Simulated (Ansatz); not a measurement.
Input (CCSDT(Q)/aug-cc-pV(D+d)Z; Ansatz, a quantum-chemistry and plane-wave program): A basis named .json is the Basis Set Exchange file of that set.

Ansatz 0.2 input:
```yaml
crystal:
  periodic: [false, false, false]
  atoms:
    - {symbol: O, position_ang: [-0.00000000, -0.00000000, -1.54579592]}
    - {symbol: Si, position_ang: [0.00000000, 0.00000000, 0.00000000]}
    - {symbol: O, position_ang: [0.00000000, 0.00000000, 1.54579592]}
basis:
  gaussian:
    orbitals: aug-cc-pV_D+d_Z.json
total_charge: 1
magnetization: {spin_polarized: true, initial_magnetization: 1}
correlation: {method: ccsdt_q, electrons: outside_noble_gas}
```

Output:

```
Functional definition: HF
integrals: 0.15 GiB planned
1301 factors; integrals over basis functions are off by at most 1.6e-7 eV
mean field: 0.25 GiB planned
mean field evaluation 1: about -11916.5841 eV, gradient 4.4e1 eV
mean field evaluation 2: about -11916.5861 eV, gradient 4.4e1 eV
mean field evaluation 4: about -11925.0309 eV, gradient 3.4e0 eV
mean field evaluation 8: about -11925.4676 eV, gradient 1.8e-1 eV
mean field evaluation 16: about -11925.5034 eV, gradient 1.3e-1 eV
mean field evaluation 32: about -11925.4685 eV, gradient 6.7e-3 eV
mean field evaluation 64: about -11925.0466 eV, gradient 5.4e0 eV
mean field evaluation 96: about -11923.2715 eV, gradient 1.2e1 eV
mean field evaluation 128: about -11923.4102 eV, gradient 8.2e-1 eV
mean field evaluation 160: about -11922.9612 eV, gradient 9.6e-2 eV
mean field evaluation 192: about -11924.1970 eV, gradient 1.3e0 eV
mean field evaluation 224: about -11923.4303 eV, gradient 1.1e-3 eV
mean field evaluation 256: about -11920.5576 eV, gradient 6.7e-3 eV
mean field evaluation 288: about -11915.9759 eV, gradient 8.3e0 eV
mean field evaluation 320: about -11922.9616 eV, gradient 4.5e-4 eV
mean field evaluation 352: about -11916.8347 eV, gradient 2.3e-2 eV
mean field evaluation 384: about -11919.6730 eV, gradient 4.0e0 eV
mean field evaluation 416: about -11915.2703 eV, gradient 6.2e0 eV
mean field evaluation 448: about -11919.0361 eV, gradient 4.1e0 eV
mean field evaluation 480: about -11918.9134 eV, gradient 2.9e-3 eV
mean field evaluation 512: about -11919.2547 eV, gradient 5.1e0 eV
mean field evaluation 544: about -11923.4303 eV, gradient 1.3e-2 eV
mean field evaluation 576: about -11923.9690 eV, gradient 1.1e-3 eV
mean field evaluation 608: about -11925.4614 eV, gradient 4.1e-2 eV
mean field -11925.50367138 eV, -438.2541765266 hartree, gradient 3.7e-6 eV, S^2 1.194327; 17 other end points of the search recorded, 0 dependent functions left out
determinant -11925.50367138 eV, -438.2541765266 hartree, with singles and doubles -11937.73012515 eV, -438.7034904152 hartree
determinant -11925.47678636 eV, -438.2531885203 hartree, with singles and doubles -11937.64900285 eV, -438.7005092257 hartree
determinant -11925.46853506 eV, -438.2528852907 hartree, with singles and doubles -11937.79869539 eV, -438.7060103252 hartree
determinant -11925.46444398 eV, -438.2527349460 hartree, with singles and doubles -11937.69963696 eV, -438.7023699948 hartree
determinant -11923.96897773 eV, -438.1977775750 hartree, with singles and doubles -11936.26754561 eV, -438.6497416083 hartree
determinant -11923.43027667 eV, -438.1779806763 hartree, with singles and doubles -11933.88741619 eV, -438.5622734656 hartree
determinant -11922.96164931 eV, -438.1607589386 hartree, with singles and doubles -11936.46296977 eV, -438.6569233139 hartree
determinant -11925.50367138 eV, -438.2541765266 hartree, with singles and doubles -11937.80859711 eV, -438.7063742064 hartree
determinant -11925.47678636 eV, -438.2531885203 hartree, with singles and doubles -11937.73041699 eV, -438.7035011400 hartree
determinant -11925.46853506 eV, -438.2528852907 hartree, with singles and doubles -11937.84759057 eV, -438.7078071896 hartree
determinant -11925.46444398 eV, -438.2527349460 hartree, with singles and doubles -11937.77615458 eV, -438.7051819655 hartree
7 core orbitals not correlated
reference -11925.46853506 eV, -438.2528852907 hartree; 8, 7 occupied and 63, 64 virtual orbitals, 1301 factors
second order -11.23112064 eV of doubles, -0.00000000 eV of singles
coupled cluster: 3.44 GiB planned
cycle   1  -11.22620425 eV  change    4.9e-3 eV  update   1.8e-1
cycle   2  -12.06091961 eV  change   -8.3e-1 eV  update   9.9e-2
cycle   3  -12.89506780 eV  change   -8.3e-1 eV  update   7.1e-2
cycle   4  -13.03205494 eV  change   -1.4e-1 eV  update   3.5e-2
cycle   5  -12.93590197 eV  change    9.6e-2 eV  update   1.8e-2
cycle   6  -13.00085006 eV  change   -6.5e-2 eV  update   9.4e-3
cycle   7  -13.03472952 eV  change   -3.4e-2 eV  update   5.3e-3
cycle   8  -13.01954962 eV  change    1.5e-2 eV  update   2.7e-3
cycle   9  -13.02447755 eV  change   -4.9e-3 eV  update   1.6e-3
cycle  10  -13.02871825 eV  change   -4.2e-3 eV  update   7.6e-4
cycle  11  -13.02623449 eV  change    2.5e-3 eV  update   4.4e-4
cycle  12  -13.02725763 eV  change   -1.0e-3 eV  update   2.4e-4
cycle  13  -13.02726322 eV  change   -5.6e-6 eV  update   1.4e-4
cycle  14  -13.02730081 eV  change   -3.8e-5 eV  update   9.1e-5
cycle  15  -13.02732697 eV  change   -2.6e-5 eV  update   5.5e-5
cycle  16  -13.02734722 eV  change   -2.0e-5 eV  update   3.0e-5
cycle  17  -13.02734505 eV  change    2.2e-6 eV  update   1.6e-5
cycle  18  -13.02733552 eV  change    9.5e-6 eV  update   9.7e-6
cycle  19  -13.02733842 eV  change   -2.9e-6 eV  update   4.9e-6
cycle  20  -13.02733753 eV  change    8.9e-7 eV  update   2.5e-6
cycle  21  -13.02734053 eV  change   -3.0e-6 eV  update   1.4e-6
cycle  22  -13.02734270 eV  change   -2.2e-6 eV  update   8.5e-7
cycle  23  -13.02734218 eV  change    5.1e-7 eV  update   4.6e-7
coupled cluster: 3.44 GiB planned
perturbative correction -0.12331443 eV, -0.0045317215 hartree
Total energy: -11938.61919167 eV, -438.7361630072 hartree
```

The determinant is spin-contaminated: <S^2> is 1.14, 0.39 over the pure value. The CCSD(T) runs of this state have a T1 diagnostic of up to 0.065. The run finds its determinant to be a saddle point of the SCF energy.
